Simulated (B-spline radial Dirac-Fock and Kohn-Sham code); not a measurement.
Electron-impact ionisation of Ir⁺

System: Ir⁺, [Xe] 4f14 5d7 6s1.

Calculated with a B-spline atomic structure program, using the relativistic binary-encounter-Bethe (RBEB) model with Dirac-Fock orbital kinetic energies; direct ionisation only. For shells bound by less than 100 eV the term U + B of the denominator is divided by n when n is 3 or more, and by 2 for n = 1, 2 in singly charged ions. Excitation-autoionisation and multiple ionisation are left out; it is a semi-empirical estimate, least reliable for totals near the maximum.

Orbital inputs (open shells are filled statistically over j, and the NIST value is set on the highest orbital of the configuration average):

```csv
subshell,N,B (eV),source of B,U (eV)
1s,2,76618.0,Dirac-Fock −ε,104762.0
2s,2,13551.6,Dirac-Fock −ε,24805.3
2p1/2,2,12954.2,Dirac-Fock −ε,24651.9
2p3/2,4,11323.6,Dirac-Fock −ε,18457.9
3s,2,3241.3,Dirac-Fock −ε,7874.9
3p1/2,2,2975.1,Dirac-Fock −ε,7724.0
3p3/2,4,2612.9,Dirac-Fock −ε,6216.0
3d3/2,4,2174.3,Dirac-Fock −ε,6029.5
3d5/2,6,2096.8,Dirac-Fock −ε,5703.1
4s,2,733.1,Dirac-Fock −ε,2504.7
4p1/2,2,619.7,Dirac-Fock −ε,2375.8
4p3/2,4,533.1,Dirac-Fock −ε,1951.7
4d3/2,4,347.2,Dirac-Fock −ε,1725.6
4d5/2,6,330.9,Dirac-Fock −ε,1632.0
4f5/2,6,92.58,Dirac-Fock −ε,1235.2
4f7/2,8,89.28,Dirac-Fock −ε,1203.7
5s,2,123.8,Dirac-Fock −ε,555.3
5p1/2,2,85.76,Dirac-Fock −ε,468.3
5p3/2,4,71.59,Dirac-Fock −ε,373.2
5d3/2,2.8,21.63,Dirac-Fock −ε,203.3
5d5/2,4.2,20.34,Dirac-Fock −ε,185.6
6s,1,15.93,Dirac-Fock −ε,67.88
```

Inner-shell cross sections in barn (the model is not trusted for the total of d- and f-block atoms):

```tsv
T (eV)	K	L1	L2	L3	M4	M5
3000	–	–	–	–	2310	4230
5000	–	–	–	–	5910	9950
10000	–	–	–	–	8200	13400
15000	–	10.0	16.1	92.6	8160	13200
20000	–	43.7	52.9	192	7710	12400
30000	–	86.5	97.5	298	6750	10700
50000	–	118	129	359	5380	8520
100000	0.898	125	135	351	3800	5990
200000	3.70	115	123	308	2770	4340
300000	5.06	109	116	287	2390	3750
1e+06	8.80	109	115	277	2020	3160
```
